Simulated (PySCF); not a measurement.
C₃H₄ClFSi, SMILES C1[SiH2]C(=C1Cl)F. Coordinates come from a PBE-D3(BJ)/def2-SVP optimisation. The structure was generated by enumeration, and PubChem lists no compound with its InChIKey, so it may never have been made.

All values below come from PBE-D3(BJ)/def2-SVP (PySCF).

Harmonic wavenumbers (cm⁻¹): 113, 190, 275, 329, 421, 487, 529, 581, 632, 694, 728, 770, 798, 926, 1037, 1042, 1122, 1226, 1375, 1639, 2165, 2176, 2996, 3055. Rotational constants (GHz): 3.632, 1.705, 1.186; symmetry number 1.

Task: Work out the zero-point energy and the ideal-gas rigid-rotor harmonic-oscillator thermochemistry at 298.15 K and 1 atm.

Result: ZPE = ½ Σ hcν = ½ × 25306 cm⁻¹ = 36.18 kcal/mol. H − E(el) = 40.88 kcal/mol. Entropy in cal/(mol K): translation 40.33, rotation 28.17, vibration 12.76, total 81.26. G − E(el) = 16.65 kcal/mol. Cp = 25.74 cal/(mol K). Modes under 150 cm⁻¹ make the vibrational entropy uncertain.
